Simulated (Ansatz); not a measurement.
Program: Ansatz. Geometries: PBE0-D4/def2-TZVP. ΔE: electronic, gas phase. CCSD(T)/CBS is the MP2 limit (def2-TZVPP, def2-QZVPP) plus CCSD(T) − MP2 in def2-TZVPP, frozen cores. This one scheme is used for every species. Functionals use def2-TZVPP. HSE06 is defined as in plane-wave codes. For Ga outer-core shells are correlated without core-valence functions, which leaves a few kJ/mol of doubt a bond. Scalar relativity is left out up to krypton. Each species was taken in one conformer, which may not be the lowest.

`C[B](N)[GaH2]` + `N[SiH3]` → `CB(N)[SiH3]` + `[NH2][GaH2]`  (redistribution)

`C[B](N)[GaH2]`:

Cartesian coordinates in Å:
```
C 0.312 0.212 -1.511
B -0.100 0.169 0.005
N -0.853 1.206 0.550
Ga 0.423 -1.398 1.332
H -0.057 -0.675 -2.038
H -0.049 1.097 -2.048
H 1.401 0.175 -1.617
H -1.158 2.004 0.012
H -1.148 1.237 1.512
H 1.282 -2.670 0.954
H -0.054 -1.356 2.848
```

`N[SiH3]`:

Z-matrix (Å, degrees):
```
Si
N 1 1.720
H 1 1.486 2 107.9
H 1 1.494 2 116.0 3 -120.3
H 1 1.486 2 107.9 3 119.4
H 2 1.007 1 119.6 3 -168.6
H 2 1.007 1 119.6 3 49.2
```

`CB(N)[SiH3]`:

Cartesian coordinates in Å:
```
C 1.074 0.851 0.875
B 0.101 0.235 -0.196
N -0.004 0.805 -1.462
Si -1.030 -1.399 0.213
H 1.806 0.107 1.208
H 1.625 1.727 0.518
H 0.523 1.144 1.775
H -0.609 0.454 -2.185
H 0.526 1.617 -1.740
H -1.941 -1.162 1.371
H -0.186 -2.577 0.568
H -1.884 -1.801 -0.946
```

`[NH2][GaH2]`:

```xyz
6

N    -0.643   -0.185   -0.679
Ga    0.580    0.167    0.613
H    -0.878    0.452   -1.421
H    -1.168   -1.040   -0.739
H     1.297    1.552    0.543
H     0.811   -0.946    1.683
```

(1) Is it downhill or uphill in electronic energy at CCSD(T)/CBS, and by how much? (Best estimate.)

(2) What do these levels give: LDA (SPW92), revPBE-D4, PBE0-D4, r2SCANh-D4, r2SCAN0-D4, HSE06-D4, CAM-B3LYP-D4, B2PLYP, PBE, BLYP, MP2/def2-TZVPP, HF/def2-QZVPP? (Best estimate.)

Largest T1 diagnostic among the species: 0.014.

Answers

(1) Computed: Downhill: ΔE = -19.5 kJ/mol.

(2) Computed: LDA (SPW92) -30.4, revPBE-D4 -24.1, PBE0-D4 -21.4, r2SCANh-D4 -22.5, r2SCAN0-D4 -20.2, HSE06-D4 -21.5, CAM-B3LYP-D4 -18.8, B2PLYP -19.3, PBE -25.7, BLYP -21.1, MP2/def2-TZVPP -18.9, HF/def2-QZVPP -9.7 kJ/mol.

In def2-TZVPP, CCSD(T) changes the Hartree–Fock value by −11.1 kJ/mol (the triples alone add −2.3 kJ/mol) and MP2 by −9.3 kJ/mol. From PBE to PBE0 (25 % exact exchange), in def2-TZVPP and without D4, ΔE moves by +4.5 kJ/mol.
